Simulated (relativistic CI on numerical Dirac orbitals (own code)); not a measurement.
## V5+: M2,3 absorption edge

Computed with this model: Dirac-Coulomb-Breit CI, separate exchange-only KLI orbitals for each configuration, a model potential for QED, valence Slater integrals scaled by 0.8, multiplet model of core-to-valence dipole absorption; configurations [Ne] 3s2 3p6 → [Ne] 3s2 3p5 3d; 10 K; Lorentzian 0.8 eV and Gaussian 0.3 eV FWHM. Energies are those of the free ion, without screening or charge transfer. The branching ratio is the share of the lower-energy edge in the whole absorption, uncertain by about 0.02 where the edges overlap. S is read from ⟨S²⟩ = S(S + 1).

Field parameters in Wybourne normalisation: D4h B²₀ = −7Ds, B⁴₀ = 21(Dq − Dt), B⁴₄ = 21√(5/14) Dq. The field is a parameter set, without covalency.

Computed curve for free ion, scaled to 100 at the maximum (points under 2 are left out and the grid is thinned):

```tsv
Energy (eV)	Intensity
52.1	2.1
52.2	2.3
52.3	2.4
52.4	2.6
52.5	2.8
52.6	3.1
52.7	3.3
52.8	3.7
52.9	4.0
53.0	4.4
53.1	4.9
53.2	5.4
53.3	6.1
53.4	6.9
53.5	7.8
53.6	8.9
53.7	10.2
53.8	11.9
53.9	14.0
54.0	16.7
54.1	20.2
54.2	24.8
54.3	30.8
54.4	38.8
54.5	49.3
54.6	62.2
54.7	76.6
54.8	90.1
54.9	99.0
55.0	100.0
55.1	92.8
55.2	80.1
55.3	65.5
55.4	52.1
55.5	41.1
55.6	32.6
55.7	26.1
55.8	21.2
55.9	17.5
56.0	14.6
56.1	12.4
56.2	10.6
56.3	9.2
56.4	8.0
56.5	7.1
56.6	6.3
56.7	5.6
56.8	5.0
56.9	4.5
57.0	4.1
57.1	3.7
57.2	3.4
57.3	3.1
57.4	2.9
57.5	2.7
57.6	2.5
57.7	2.3
57.8	2.1
57.9	2.0
```

The ground state has S = 0.00, and the centroid lies at 54.95 eV.
